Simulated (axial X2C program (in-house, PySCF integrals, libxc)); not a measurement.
# Worked dissociation energy of LiNb⁺: PBE0, without spin–orbit coupling

All values were computed with an in-house all-electron X2C program for linear molecules (integrals from PySCF). Spin-free means the one-electron spin-free X2C Hamiltonian. Basis: Nb dyall-cv3z [11s12p9d5f3g], Li dyall-cv3z [7s8p2d] (cores contracted in-house); Gaussian nuclei, density fitting, unrestricted open shells. Masses: Nb 92.906 u, Li 7.016 u.

Molecular state: M_S = 5/2, Λ = 2 (beyond evenly filled blocks: 2 × σα, π+α, π-α, δ+α).

| Property | Result |
| --- | --- |
| E(Nb) (2M_S = 5, M_L = 0) | -3819.076362 hartree |
| E(Li+) (2M_S = 0, M_L = 0) | -7.263162 hartree |
| E(LiNb⁺) at Re | -3826.376122 hartree |
| ωe | 238.2 cm⁻¹ |
| ωexe | 1.84 cm⁻¹ |

(1) Work out De and D0.

One determinant describes the state; a PBE0 search over occupations chose it and may have missed a lower one. Dissociation energies refer to the lowest single-determinant-based atoms at the same level and basis. PBE0 can misorder states that lie within some tenths of an eV, so this need not be the ground state of the molecule. The nearest other spin-free determinant of the search, M_S = 5/2, Λ = 0, lies 0.05 eV up at the distance of the search. Without a current term, density functionals place determinants with orbital angular momentum somewhat too high. The atomic limit has a lower orbital projection than the molecule and lies lower at mean-field level, so De may be about a tenth of an eV too small.

Each atomic determinant is the lowest at this level and need not be a pure term. Totals compare only within one Hamiltonian and basis.

## Answers

(1) De = -3819.076362 + (-7.263162) − (-3826.376122) = 0.03660 hartree = 0.996 eV. The zero-point energy is ωe/2 − ωexe/4 = 119 cm⁻¹ = 0.015 eV, so D0 = 0.981 eV.
